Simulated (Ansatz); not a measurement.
Start from `N[Si](O)(F)Cl` and change one atom or group to get `N[Si](N)(O)F`.

Ansatz, PBE0-D4/def2-TZVP geometries, multiplicity 1. Each molecule was computed in one conformer, which needn't be the lowest.

| property | `N[Si](O)(F)Cl` |
| --- | --- |
| size of the dipole moment (PBE/def2-TZVPP) / D | 3.04 |
| HOMO–LUMO gap (PBE/def2-TZVPP) / eV | 6.37 |
| HOMO energy (ωB97M-V/def2-TZVPP) / eV | -10.76 |
| LUMO energy (B3LYP/def2-TZVPP) / eV | 0.07 |
| LUMO energy (PBE/def2-TZVPP) / eV | -0.43 |
| HOMO energy (B3LYP/def2-TZVPP) / eV | -8.07 |

(1) What does the change do to each property? (Estimate.)

## Answers

(1) Ansatz gave: 
```csv
property,`N[Si](N)(O)F`,shift
size of the dipole moment (PBE/def2-TZVPP) / D,1.10,-1.94
HOMO–LUMO gap (PBE/def2-TZVPP) / eV,6.03,-0.34
HOMO energy (ωB97M-V/def2-TZVPP) / eV,-10.10,0.66
LUMO energy (B3LYP/def2-TZVPP) / eV,0.36,0.29
LUMO energy (PBE/def2-TZVPP) / eV,-0.10,0.33
HOMO energy (B3LYP/def2-TZVPP) / eV,-7.41,0.66
```

With PBE0 the HOMO rises by 0.68 eV and the LUMO rises by 0.29 eV, so the gap narrows by about 0.39 eV. PBE moves the HOMO by 0.66 eV and ωB97M-V by 0.66 eV. The zero-point energy changes by 64.8 kJ/mol with +6 modes. Dipoles are sizes alone; their direction can turn.

B3LYP here is the variant with VWN-RPA as its local correlation; programs differ in this.
